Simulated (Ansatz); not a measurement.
One change: `[Cl][GaH][Cl]` becomes `[F][Ga]([Cl])[Cl]`.

Ansatz, PBE0-D4/def2-TZVP geometries, multiplicity 1. 

Scalar relativity is left out up to krypton.

| property | `[Cl][GaH][Cl]` |
| --- | --- |
| LUMO energy (PBE0/def2-TZVPP) / eV | -1.73 |
| size of the dipole moment (PBE/def2-TZVPP) / D | 1.58 |
| zero-point energy (PBE0-D4/def2-TZVP) / kJ/mol | 24.6 |
| size of the dipole moment (ωB97M-V/def2-TZVPP) / D | 1.72 |
| size of the dipole moment (B3LYP/def2-TZVPP) / D | 1.68 |
| HOMO–LUMO gap (PBE/def2-TZVPP) / eV | 5.24 |

Q: Give the same properties after the change, and the shifts. (Estimate.)

A: Ansatz gave: 
| property | `[F][Ga]([Cl])[Cl]` | shift |
| --- | --- | --- |
| LUMO energy (PBE0/def2-TZVPP) / eV | -2.01 | -0.28 |
| size of the dipole moment (PBE/def2-TZVPP) / D | 0.81 | -0.77 |
| zero-point energy (PBE0-D4/def2-TZVP) / kJ/mol | 12.3 | -12.3 |
| size of the dipole moment (ωB97M-V/def2-TZVPP) / D | 0.85 | -0.87 |
| size of the dipole moment (B3LYP/def2-TZVPP) / D | 0.88 | -0.80 |
| HOMO–LUMO gap (PBE/def2-TZVPP) / eV | 5.29 | 0.05 |

With PBE0 the HOMO falls by 0.57 eV and the LUMO falls by 0.28 eV, so the gap widens by about 0.29 eV. PBE moves the HOMO by -0.53 eV and ωB97M-V by -0.61 eV. Dipoles are sizes alone; their direction can turn.

B3LYP here is the variant with VWN-RPA as its local correlation; programs differ in this.
